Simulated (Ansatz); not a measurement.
In₁₁P₁₂H₃₂⁺, a nanocrystal cut from zinc blende InP (hydrogen-capped), relaxed as a singlet with RKS PBE-D4/def2-SVP in Ansatz, starting from the GFN2-xTB geometry. Force threshold 0.03 eV/Å.

In the def2 sets In takes a core potential; there is no spin–orbit coupling. Single mean-field runs in def2-SVP are fitted with def2-universal-jkfit.

Start:

```xyz
55

In    4.679    2.680   -0.470
In   -1.183    5.295    0.846
In   -3.445    1.769   -2.206
In    3.783   -1.358   -2.893
In   -0.966   -1.722   -4.080
In    0.708    1.311   -1.543
In    1.500    0.537    2.772
In   -2.281    0.495    1.319
In    0.186   -2.626    0.059
In   -3.786   -2.845   -0.466
In   -1.995   -3.389    4.445
P     0.473    3.759   -0.558
P     3.280    1.036   -2.045
P     3.617    1.634    1.689
P    -1.211    0.728   -3.206
P    -2.252    3.072    1.868
P    -3.891   -0.218   -0.560
P     1.677   -1.832   -4.455
P     2.711   -2.791   -0.913
P    -1.534   -3.001   -1.860
P     0.177   -0.085    0.623
P    -2.420   -0.923    3.578
P    -0.305   -3.765    2.377
H     6.303    2.157   -0.550
H     4.057    4.222   -0.862
H    -0.211    5.990    2.073
H    -2.341    6.065   -0.135
H    -4.576    1.816   -3.477
H    -2.900    3.096   -1.208
H     5.371   -1.818   -3.411
H    -1.899   -2.213   -5.449
H     0.516    1.726    3.522
H     1.923   -0.956    3.509
H    -5.056   -3.537   -1.358
H    -3.293   -3.244    1.165
H    -3.351   -4.392    4.210
H    -0.962   -3.288    5.810
H     1.487    4.475   -1.192
H     1.272    3.457    0.559
H     3.287    1.682   -3.282
H     4.291    2.199    2.765
H     4.424    0.494    1.677
H    -0.812    1.498   -4.301
H    -3.599    3.294    2.143
H    -1.874    3.040    3.210
H    -5.049    0.138    0.130
H     1.792   -0.874   -5.463
H     1.942   -2.900   -5.307
H     3.199   -4.095   -0.916
H     3.436   -2.403    0.214
H    -1.272   -4.346   -2.135
H    -1.302   -0.328    4.176
H    -3.327   -0.255    4.399
H     0.899   -3.376    2.967
H     0.104   -5.084    2.197
```

(1) Estimate the energy that the relaxation releases and the steps that it takes.

(2) Does the start keep its bonding and symmetry?

(3) Predict the relaxed structure.

## Answers

(1) 26.3 kcal/mol, in 26 steps; 2.7 min on 5 threads of AMD EPYC 7R13 on a shared host and a share (37 GiB) of an NVIDIA H100 80GB HBM3. The force fell under the threshold at step 14, but the optimiser went on and released 0.009 eV more. No frequencies were taken in this run, so the end may be a saddle point.

(2) By distances, no bond broke or formed. The bond that changes most is In9–P19, from 2.71 to 2.62 Å (atoms count from 1).

(3) 
```xyz
55

In    4.801    2.341   -0.315
In   -1.283    5.217    0.932
In   -3.534    1.753   -2.262
In    3.648   -1.225   -2.809
In   -0.999   -1.590   -3.866
In    0.647    1.465   -1.394
In    1.630    0.743    2.938
In   -2.202    0.510    1.344
In    0.347   -2.263    0.136
In   -3.715   -2.828   -0.451
In   -1.673   -3.250    4.340
P     0.376    3.973   -0.769
P     3.121    1.150   -2.014
P     3.997    0.907    1.776
P    -1.164    0.853   -3.086
P    -2.418    3.025    1.981
P    -3.806   -0.186   -0.478
P     1.608   -1.791   -4.359
P     2.780   -2.644   -0.763
P    -1.335   -2.884   -1.662
P     0.258    0.175    0.765
P    -2.545   -0.848    3.552
P    -0.006   -3.692    2.266
H     6.397    1.815   -0.726
H     4.102    3.909   -0.069
H    -0.231    5.764    2.188
H    -2.501    5.909   -0.072
H    -4.659    1.568   -3.559
H    -3.099    3.135   -1.285
H     5.196   -1.717   -3.396
H    -1.879   -2.125   -5.255
H     1.169    2.365    3.355
H     1.564   -0.713    3.890
H    -4.900   -3.509   -1.504
H    -3.271   -3.209    1.199
H    -2.983   -4.331    4.057
H    -0.581   -2.897    5.628
H     0.305    4.648   -2.029
H     1.719    4.343   -0.434
H     3.248    1.872   -3.248
H     4.936    1.206    2.814
H     4.434   -0.438    1.551
H    -0.785    1.602   -4.249
H    -3.831    3.247    2.033
H    -2.175    3.046    3.392
H    -5.038    0.125    0.191
H     1.839   -1.011   -5.538
H     1.870   -3.072   -4.945
H     2.987   -4.032   -1.042
H     3.699   -2.520    0.328
H    -1.014   -4.248   -1.964
H    -2.201    0.082    4.586
H    -3.962   -0.829    3.757
H     1.321   -3.877    2.769
H    -0.207   -5.020    1.771
```
Bond lengths (bridged metal pairs left out): 30 × In–P 2.52 to 2.70 Å; 18 × H–P 1.43 to 1.44 Å; 14 × H–In 1.72 to 1.75 Å.
